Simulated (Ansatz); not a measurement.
Relaxation of Sn₂₉BH₄₈, a doped nanocrystal cut from the lattice of tin (B on an inner site) with UKS r2SCAN-D4/def2-SVP.

```sh
$ ansatz run in.yaml --threads 11 --pin off --events-out ev --progress --plain --max-ram 110592MiB --backend cuda --devices 0, --max-vram 75GiB
```

```yaml
crystal:
  periodic: [false, false, false]
  atoms:
    - {symbol: Sn, position_ang: [-4.989030, -4.995570, 1.399300]}
    - {symbol: Sn, position_ang: [-4.796130, -1.406710, -1.544060]}
    - {symbol: Sn, position_ang: [-5.116540, 1.749130, 1.565290]}
    - {symbol: Sn, position_ang: [-4.806090, 5.147090, -1.544220]}
    - {symbol: Sn, position_ang: [-1.470140, -4.827830, -1.486980]}
    - {symbol: Sn, position_ang: [1.271140, -4.497940, 1.631550]}
    - {symbol: Sn, position_ang: [-1.388210, 1.624180, -1.320340]}
    - {symbol: Sn, position_ang: [1.999970, -1.072580, -1.527930]}
    - {symbol: Sn, position_ang: [-1.685610, -1.320210, 1.547670]}
    - {symbol: Sn, position_ang: [1.511290, 1.624220, 1.178920]}
    - {symbol: Sn, position_ang: [1.017770, 4.203380, -1.454380]}
    - {symbol: Sn, position_ang: [-1.115490, 4.279400, 1.360760]}
    - {symbol: Sn, position_ang: [4.612310, -5.353030, -1.589750]}
    - {symbol: Sn, position_ang: [5.128260, 1.803220, -1.436490]}
    - {symbol: Sn, position_ang: [5.398150, -1.771990, 1.753700]}
    - {symbol: Sn, position_ang: [4.606810, 5.239310, 1.637160]}
    - {symbol: Sn, position_ang: [-6.314620, -3.108530, -0.055220]}
    - {symbol: Sn, position_ang: [-3.170700, -6.422340, -0.032270]}
    - {symbol: Sn, position_ang: [-6.566690, 3.468020, -0.118670]}
    - {symbol: Sn, position_ang: [-3.379740, 0.233150, 0.077320]}
    - {symbol: Sn, position_ang: [-2.821660, 6.114930, 0.126490]}
    - {symbol: Sn, position_ang: [-0.040740, -2.713640, -0.200370]}
    - {symbol: Sn, position_ang: [2.775230, -6.585170, 0.334040]}
    - {symbol: Sn, position_ang: [0.101690, 0.170510, -3.108250]}
    - {symbol: B, position_ang: [-0.049850, 2.834720, 0.001340]}
    - {symbol: Sn, position_ang: [3.698250, 0.085810, 0.268830]}
    - {symbol: Sn, position_ang: [-0.018870, 0.329860, 3.066480]}
    - {symbol: Sn, position_ang: [2.687850, 6.142590, -0.176220]}
    - {symbol: Sn, position_ang: [6.579890, -3.529050, -0.310630]}
    - {symbol: Sn, position_ang: [6.586950, 3.594910, 0.267310]}
    - {symbol: H, position_ang: [-6.110010, -5.999630, 2.192460]}
    - {symbol: H, position_ang: [-4.206260, -4.197100, 2.646720]}
    - {symbol: H, position_ang: [-4.027350, -2.273880, -2.773080]}
    - {symbol: H, position_ang: [-5.910150, -0.490580, -2.395190]}
    - {symbol: H, position_ang: [-5.756710, 0.353810, 2.273530]}
    - {symbol: H, position_ang: [-4.045370, 2.226060, 2.782580]}
    - {symbol: H, position_ang: [-4.460160, 4.010170, -2.780780]}
    - {symbol: H, position_ang: [-6.042160, 6.059270, -2.256140]}
    - {symbol: H, position_ang: [-2.366040, -4.216030, -2.795130]}
    - {symbol: H, position_ang: [-0.391470, -5.911910, -2.259240]}
    - {symbol: H, position_ang: [0.391410, -5.830870, 2.357060]}
    - {symbol: H, position_ang: [2.534980, -4.291000, 2.805000]}
    - {symbol: H, position_ang: [-2.204010, 2.840550, -2.177840]}
    - {symbol: H, position_ang: [2.428900, -2.337970, -2.637550]}
    - {symbol: H, position_ang: [-2.498400, -2.387750, 2.558980]}
    - {symbol: H, position_ang: [2.007690, 2.992660, 2.145350]}
    - {symbol: H, position_ang: [2.207660, 3.794780, -2.708090]}
    - {symbol: H, position_ang: [0.141500, 5.478460, -2.229620]}
    - {symbol: H, position_ang: [-2.162540, 3.835660, 2.685990]}
    - {symbol: H, position_ang: [-0.166260, 5.507970, 2.115460]}
    - {symbol: H, position_ang: [4.364890, -4.040730, -2.778690]}
    - {symbol: H, position_ang: [6.123130, -5.834340, -2.371670]}
    - {symbol: H, position_ang: [3.907630, 2.089010, -2.831020]}
    - {symbol: H, position_ang: [5.583950, 0.326710, -2.296930]}
    - {symbol: H, position_ang: [3.826430, -2.097060, 2.833310]}
    - {symbol: H, position_ang: [5.689160, -0.220150, 2.660190]}
    - {symbol: H, position_ang: [4.480470, 3.889890, 2.763410]}
    - {symbol: H, position_ang: [6.061510, 5.949090, 2.304840]}
    - {symbol: H, position_ang: [-7.401110, -3.857330, -1.109140]}
    - {symbol: H, position_ang: [-7.355900, -2.223970, 0.932400]}
    - {symbol: H, position_ang: [-3.924890, -7.494990, -1.072890]}
    - {symbol: H, position_ang: [-2.333390, -7.476260, 1.002910]}
    - {symbol: H, position_ang: [-7.463990, 2.180530, -0.768810]}
    - {symbol: H, position_ang: [-7.604870, 3.954570, 1.118850]}
    - {symbol: H, position_ang: [-3.811280, 7.123520, 1.122460]}
    - {symbol: H, position_ang: [-2.219090, 7.325050, -0.962590]}
    - {symbol: H, position_ang: [2.395370, -7.635820, -1.024560]}
    - {symbol: H, position_ang: [4.167400, -7.517870, 0.872690]}
    - {symbol: H, position_ang: [-1.063160, -0.688770, -3.994880]}
    - {symbol: H, position_ang: [0.803510, 1.210320, -4.192320]}
    - {symbol: H, position_ang: [-0.945950, 1.168760, 4.230170]}
    - {symbol: H, position_ang: [0.973600, -0.648240, 4.000440]}
    - {symbol: H, position_ang: [2.219140, 7.378050, 1.030320]}
    - {symbol: H, position_ang: [3.870050, 7.079620, -1.094840]}
    - {symbol: H, position_ang: [7.657810, -3.912290, 1.063310]}
    - {symbol: H, position_ang: [7.504190, -1.995460, -0.719340]}
    - {symbol: H, position_ang: [7.401310, 2.025600, 0.725170]}
    - {symbol: H, position_ang: [7.483400, 3.739990, -1.303610]}
basis:
  gaussian: {orbitals: def2-SVP, fitting: {mean_field: def2-universal-jkfit}}
magnetization: {spin_polarized: true, initial_magnetization: 1}
hamiltonian: {xc: r2scan, dispersion: d4}
scf: {lower_state_search: "off"}
output: {orbitals: {seedname: orbitals}}
relax: {f_tol: 0.03, max_steps: 70}
```

It took 5.9 min on 11 threads of AMD EPYC 7R13 on a shared host and a whole NVIDIA H100 80GB HBM3, peak host memory 2.2 GiB.

Positions (Å) and forces (eV/Å) at steps 1, 2, 3 of 36:

```xyz
78
step=1 energy=-170636.3183 eV
Sn   -4.989   -4.996    1.399   -0.355   -0.054    0.085
Sn   -4.796   -1.407   -1.544    0.032   -0.193   -0.169
Sn   -5.117    1.749    1.565    0.142    0.086   -0.127
Sn   -4.806    5.147   -1.544   -0.408   -0.773   -0.031
Sn   -1.470   -4.828   -1.487    0.353    0.161   -0.187
Sn    1.271   -4.498    1.632    0.198   -0.712    0.189
Sn   -1.388    1.624   -1.320   -0.251    0.207    0.106
Sn    2.000   -1.073   -1.528   -0.699   -1.170   -0.787
Sn   -1.686   -1.320    1.548    0.173    0.287    0.112
Sn    1.511    1.624    1.179   -0.134    1.304    0.027
Sn    1.018    4.203   -1.454    0.455    0.164   -0.393
Sn   -1.115    4.279    1.361   -0.157    0.077    0.502
Sn    4.612   -5.353   -1.590    0.867    1.231   -0.486
Sn    5.128    1.803   -1.436   -0.982   -0.174   -1.885
Sn    5.398   -1.772    1.754   -1.835    0.854    1.066
Sn    4.607    5.239    1.637    1.127   -1.044    0.521
Sn   -6.315   -3.109   -0.055   -0.143   -0.068   -0.093
Sn   -3.171   -6.422   -0.032    0.186    0.007    0.381
Sn   -6.567    3.468   -0.119    0.450   -0.346    0.398
Sn   -3.380    0.233    0.077    0.632    0.390   -0.403
Sn   -2.822    6.115    0.126   -0.225    0.548   -0.396
Sn   -0.041   -2.714   -0.200    0.375   -0.266    0.021
Sn    2.775   -6.585    0.334    0.898   -0.210   -0.982
Sn    0.102    0.171   -3.108   -0.507    0.071    0.473
B    -0.050    2.835    0.001    0.475   -0.189   -0.126
Sn    3.698    0.086    0.269   -0.341   -0.289    0.845
Sn   -0.019    0.330    3.066   -0.395   -0.407    0.090
Sn    2.688    6.143   -0.176    0.244    0.933    0.394
Sn    6.580   -3.529   -0.311    0.585    1.163    1.114
Sn    6.587    3.595    0.267    0.563   -1.213   -1.046
H    -6.110   -6.000    2.192   -0.178   -0.250    0.038
H    -4.206   -4.197    2.647    0.383    0.281    0.445
H    -4.027   -2.274   -2.773    0.347   -0.235   -0.194
H    -5.910   -0.491   -2.395   -0.508    0.468   -0.317
H    -5.757    0.354    2.274   -0.606   -0.307    0.238
H    -4.045    2.226    2.783    0.213    0.378    0.335
H    -4.460    4.010   -2.781    0.198    0.002   -0.056
H    -6.042    6.059   -2.256   -0.145    0.552   -0.139
H    -2.366   -4.216   -2.795   -0.163    0.215   -0.166
H    -0.391   -5.912   -2.259    0.281   -0.072   -0.002
H     0.391   -5.831    2.357   -0.189    0.338   -0.013
H     2.535   -4.291    2.805   -0.166    0.208   -0.112
H    -2.204    2.841   -2.178   -0.406    0.286   -0.455
H     2.429   -2.338   -2.638    0.319   -0.040    0.128
H    -2.498   -2.388    2.559   -0.195   -0.522    0.436
H     2.008    2.993    2.145    0.387   -0.146    0.195
H     2.208    3.795   -2.708   -0.460   -0.066    0.488
H     0.141    5.478   -2.230   -0.215   -0.043   -0.019
H    -2.163    3.836    2.686    0.206   -0.159   -0.279
H    -0.166    5.508    2.115    0.262    0.009    0.021
H     4.365   -4.041   -2.779   -0.285   -0.478    0.419
H     6.123   -5.834   -2.372   -0.376   -0.462    0.201
H     3.908    2.089   -2.831    0.733    0.210    1.080
H     5.584    0.327   -2.297    0.463    0.225    0.340
H     3.826   -2.097    2.833    1.214    0.000   -0.889
H     5.689   -0.220    2.660    0.419   -0.793   -0.381
H     4.480    3.890    2.763   -0.201    0.369   -0.202
H     6.062    5.949    2.305   -0.397    0.379   -0.014
H    -7.401   -3.857   -1.109   -0.247   -0.342   -0.348
H    -7.356   -2.224    0.932   -0.177    0.295    0.402
H    -3.925   -7.495   -1.073   -0.336   -0.295   -0.558
H    -2.333   -7.476    1.003    0.288   -0.078    0.240
H    -7.464    2.181   -0.769   -0.159   -0.151   -0.465
H    -7.605    3.955    1.119   -0.373    0.512    0.276
H    -3.811    7.124    1.122    0.056   -0.148    0.191
H    -2.219    7.325   -0.963    0.214   -0.151    0.082
H     2.395   -7.636   -1.025   -0.335    0.164    0.314
H     4.167   -7.518    0.873   -0.351    0.221    0.280
H    -1.063   -0.689   -3.995    0.025   -0.514   -0.149
H     0.804    1.210   -4.192    0.470    0.578   -0.605
H    -0.946    1.169    4.230   -0.046    0.310   -0.042
H     0.974   -0.648    4.000    0.431   -0.477    0.396
H     2.219    7.378    1.030   -0.082   -0.425   -0.516
H     3.870    7.080   -1.095   -0.302   -0.241    0.061
H     7.658   -3.912    1.063   -0.200   -0.311   -0.531
H     7.504   -1.995   -0.719   -0.551   -0.908   -0.199
H     7.401    2.026    0.725   -0.350    0.902    0.137
H     7.483    3.740   -1.304   -0.232    0.336    0.694
78
step=2 energy=-170639.1575 eV
Sn   -5.014   -4.990    1.435    0.005    0.005    0.067
Sn   -4.807   -1.410   -1.588   -0.067    0.080   -0.026
Sn   -5.094    1.734    1.583    0.354   -0.433    0.184
Sn   -4.869    5.080   -1.551   -0.244   -0.102    0.068
Sn   -1.437   -4.814   -1.518   -0.041   -0.100   -0.003
Sn    1.297   -4.569    1.633    0.297   -0.570   -0.314
Sn   -1.419    1.678   -1.327    0.209    0.571   -0.173
Sn    1.927   -1.182   -1.590   -0.173   -0.113    0.090
Sn   -1.682   -1.322    1.577   -0.071   -0.203   -0.148
Sn    1.504    1.740    1.197   -0.272    0.262    0.173
Sn    1.044    4.234   -1.467    0.102    0.599    0.309
Sn   -1.110    4.288    1.384   -0.099    0.410   -0.161
Sn    4.703   -5.232   -1.594    0.699    0.487    0.456
Sn    5.046    1.783   -1.572    0.317   -0.522    0.682
Sn    5.227   -1.708    1.820    0.601    0.254   -0.826
Sn    4.716    5.141    1.649    0.457   -0.288   -0.596
Sn   -6.357   -3.112   -0.065   -0.130    0.032   -0.053
Sn   -3.163   -6.446   -0.012    0.041    0.091   -0.031
Sn   -6.551    3.422   -0.060   -0.203   -0.293    0.351
Sn   -3.311    0.272    0.025   -0.237   -0.198   -0.008
Sn   -2.850    6.153    0.088   -0.155   -0.203   -0.157
Sn   -0.003   -2.753   -0.182    0.064   -0.314    0.370
Sn    2.869   -6.570    0.230    0.518    0.417   -0.555
Sn    0.060    0.208   -3.108   -0.186    0.126   -0.144
B    -0.027    2.855   -0.019    0.143    0.142   -0.134
Sn    3.624    0.056    0.337   -0.714    0.172   -0.411
Sn   -0.035    0.275    3.097    0.223   -0.047    0.132
Sn    2.718    6.197   -0.140    0.362   -0.397    0.250
Sn    6.586   -3.425   -0.189   -0.641    0.320    0.793
Sn    6.596    3.491    0.168   -0.657   -0.293   -0.418
H    -6.133   -6.030    2.199   -0.110   -0.149    0.063
H    -4.176   -4.178    2.682    0.083    0.049    0.123
H    -3.989   -2.297   -2.792    0.155   -0.083   -0.082
H    -5.951   -0.451   -2.422   -0.124    0.150   -0.125
H    -5.824    0.342    2.293   -0.285    0.092    0.036
H    -4.030    2.270    2.813   -0.034    0.223    0.112
H    -4.436    3.997   -2.798    0.121   -0.045   -0.111
H    -6.047    6.114   -2.265    0.080    0.186    0.008
H    -2.376   -4.191   -2.809   -0.012    0.109   -0.046
H    -0.351   -5.918   -2.261    0.205   -0.007   -0.033
H     0.351   -5.811    2.368   -0.238    0.119    0.091
H     2.526   -4.266    2.801   -0.060    0.199    0.015
H    -2.254    2.872   -2.232   -0.206    0.100   -0.237
H     2.479   -2.386   -2.653    0.336   -0.320   -0.190
H    -2.503   -2.432    2.596    0.001   -0.162    0.099
H     2.073    3.011    2.195    0.373    0.129    0.324
H     2.177    3.776   -2.674   -0.015   -0.187   -0.007
H     0.113    5.476   -2.235   -0.154   -0.087   -0.051
H    -2.148    3.807    2.668    0.049   -0.213   -0.018
H    -0.130    5.508    2.120    0.192   -0.044    0.047
H     4.321   -4.050   -2.765   -0.296    0.118   -0.147
H     6.109   -5.902   -2.360   -0.162   -0.347    0.054
H     3.940    2.136   -2.761   -0.627    0.446   -0.572
H     5.654    0.322   -2.279    0.323    0.002    0.032
H     3.917   -2.112    2.761   -0.688   -0.468    0.616
H     5.750   -0.272    2.644    0.391   -0.200    0.080
H     4.457    3.889    2.774   -0.153   -0.132    0.247
H     6.045    6.010    2.319   -0.109    0.299    0.101
H    -7.426   -3.895   -1.144   -0.117   -0.173   -0.109
H    -7.368   -2.199    0.970   -0.033    0.094    0.111
H    -3.946   -7.504   -1.114   -0.047    0.016   -0.118
H    -2.298   -7.483    1.032    0.173   -0.049    0.118
H    -7.471    2.175   -0.818    0.020    0.103   -0.198
H    -7.634    4.011    1.137   -0.070    0.287   -0.080
H    -3.810    7.111    1.150    0.014   -0.044    0.145
H    -2.183    7.325   -0.970    0.207    0.054   -0.065
H     2.346   -7.636   -1.019   -0.287   -0.017    0.043
H     4.153   -7.504    0.915   -0.108    0.051    0.252
H    -1.050   -0.747   -4.006    0.148   -0.244   -0.054
H     0.832    1.247   -4.227    0.106    0.071   -0.109
H    -0.949    1.202    4.221    0.050    0.151   -0.056
H     1.008   -0.697    4.038    0.142   -0.168    0.171
H     2.193    7.363    0.999   -0.235    0.131    0.021
H     3.854    7.069   -1.103   -0.008    0.040   -0.130
H     7.666   -3.963    1.042    0.122   -0.318   -0.056
H     7.463   -2.057   -0.758   -0.010   -0.017   -0.325
H     7.385    2.085    0.758    0.129   -0.012    0.266
H     7.487    3.788   -1.272    0.263    0.371   -0.019
78
step=3 energy=-170640.9039 eV
Sn   -5.025   -4.990    1.456    0.030    0.030    0.009
Sn   -4.836   -1.403   -1.619   -0.103   -0.013   -0.074
Sn   -5.043    1.673    1.620    0.097   -0.202    0.085
Sn   -4.926    5.041   -1.543   -0.219   -0.136    0.055
Sn   -1.429   -4.840   -1.532    0.024    0.002   -0.021
Sn    1.353   -4.689    1.596    0.166   -0.314   -0.080
Sn   -1.420    1.778   -1.364    0.152    0.257   -0.020
Sn    1.864   -1.273   -1.635   -0.266   -0.027    0.024
Sn   -1.687   -1.358    1.576    0.117   -0.092   -0.086
Sn    1.462    1.838    1.268   -0.238    0.169    0.030
Sn    1.068    4.343   -1.429    0.170    0.314    0.022
Sn   -1.112    4.362    1.360   -0.120    0.222    0.002
Sn    4.828   -5.105   -1.533    0.380    0.199   -0.084
Sn    4.993    1.710   -1.574   -0.061   -0.483    0.223
Sn    5.161   -1.665    1.759   -0.306    0.740    0.003
Sn    4.806    5.068    1.588    0.339   -0.156   -0.003
Sn   -6.390   -3.117   -0.077   -0.052   -0.005   -0.002
Sn   -3.154   -6.440   -0.002    0.000   -0.028   -0.032
Sn   -6.570    3.371    0.012   -0.031   -0.161    0.205
Sn   -3.294    0.253   -0.015   -0.020   -0.046    0.016
Sn   -2.882    6.135    0.042   -0.150    0.047   -0.114
Sn    0.013   -2.842   -0.116    0.056   -0.249    0.211
Sn    2.973   -6.497    0.113    0.353   -0.063   -0.315
Sn    0.036    0.233   -3.136   -0.049   -0.017   -0.085
B    -0.014    2.929   -0.035    0.051    0.052    0.036
Sn    3.459    0.062    0.293   -0.228    0.022   -0.312
Sn    0.005    0.232    3.126    0.003   -0.034    0.038
Sn    2.794    6.162   -0.079    0.230    0.059    0.158
Sn    6.496   -3.353   -0.032    0.288    0.211    0.284
Sn    6.526    3.420    0.071    0.002   -0.349   -0.451
H    -6.145   -6.051    2.210   -0.026   -0.056    0.017
H    -4.171   -4.178    2.704   -0.012    0.003    0.045
H    -3.973   -2.298   -2.800    0.040    0.005   -0.007
H    -5.974   -0.423   -2.456   -0.012    0.055   -0.073
H    -5.898    0.344    2.321   -0.114    0.119    0.047
H    -4.033    2.314    2.855   -0.104    0.082    0.025
H    -4.426    3.994   -2.808    0.032    0.029   -0.023
H    -6.036    6.155   -2.260    0.104    0.062    0.053
H    -2.366   -4.175   -2.812    0.040    0.041   -0.002
H    -0.301   -5.915   -2.268    0.080    0.017   -0.017
H     0.296   -5.811    2.387   -0.039    0.114   -0.020
H     2.520   -4.242    2.793   -0.148    0.112   -0.069
H    -2.303    2.920   -2.304   -0.086    0.025   -0.109
H     2.536   -2.460   -2.679    0.178   -0.080   -0.012
H    -2.495   -2.476    2.608    0.009   -0.049    0.042
H     2.155    3.047    2.289    0.178   -0.049    0.113
H     2.156    3.766   -2.641   -0.091   -0.095    0.051
H     0.065    5.492   -2.249   -0.043   -0.053    0.014
H    -2.117    3.774    2.636    0.100   -0.122   -0.059
H    -0.073    5.516    2.127    0.070   -0.039    0.018
H     4.287   -4.013   -2.755   -0.087   -0.085    0.077
H     6.110   -5.979   -2.335   -0.248   -0.045    0.174
H     3.889    2.184   -2.771   -0.178    0.217   -0.220
H     5.730    0.300   -2.270    0.134    0.115    0.024
H     3.898   -2.168    2.776   -0.119   -0.340    0.288
H     5.843   -0.326    2.642    0.232   -0.343   -0.087
H     4.451    3.881    2.782   -0.078    0.067    0.024
H     6.022    6.067    2.323   -0.202    0.074   -0.080
H    -7.451   -3.932   -1.155   -0.056   -0.076   -0.002
H    -7.374   -2.186    0.980   -0.016    0.026    0.006
H    -3.944   -7.481   -1.127   -0.006    0.035    0.000
H    -2.265   -7.472    1.044    0.065    0.012    0.019
H    -7.479    2.188   -0.860    0.015    0.122   -0.052
H    -7.668    4.086    1.134    0.009    0.114   -0.125
H    -3.801    7.080    1.164    0.061   -0.060    0.044
H    -2.145    7.310   -0.981    0.081   -0.029    0.007
H     2.294   -7.612   -1.030   -0.076    0.162    0.134
H     4.146   -7.466    0.958   -0.202    0.128    0.081
H    -1.006   -0.809   -4.031    0.109   -0.072   -0.026
H     0.847    1.258   -4.255    0.048   -0.034   -0.048
H    -0.907    1.226    4.203    0.088    0.034   -0.033
H     1.047   -0.741    4.084    0.059   -0.052    0.075
H     2.162    7.357    0.992   -0.089   -0.042   -0.051
H     3.859    7.058   -1.111   -0.068   -0.030   -0.054
H     7.664   -4.033    1.061   -0.124   -0.114   -0.160
H     7.408   -2.079   -0.791   -0.148   -0.236   -0.121
H     7.382    2.098    0.790    0.007    0.166    0.127
H     7.529    3.875   -1.271    0.017    0.222    0.222
```

In the def2 sets Sn takes a core potential; there is no spin–orbit coupling. Single mean-field runs in def2-SVP are fitted with def2-universal-jkfit.
